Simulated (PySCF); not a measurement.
hydrogen iodide (HI), SMILES I.

Coordinates come from a B3LYP-D3(BJ)/def2-TZVPD optimisation. The def2 effective core potentials stand for the cores of I; spin–orbit coupling is left out.

Calculation: B3LYP-D3(BJ)/def2-TZVPD run with PySCF.

Frequencies are harmonic and unscaled.

Q: Give all harmonic wavenumbers and intensities. (An estimate is asked for; the answer gives what the named calculation found.)

A: 
```json
[
 {"mode": "1", "ν (cm⁻¹)": "2301", "IR (km/mol)": "0.0", "Raman (Å⁴/amu)": "162.3", "depolarisation": "0.20", "moving atoms (share of kinetic energy)": "H 99 %"}
]
```
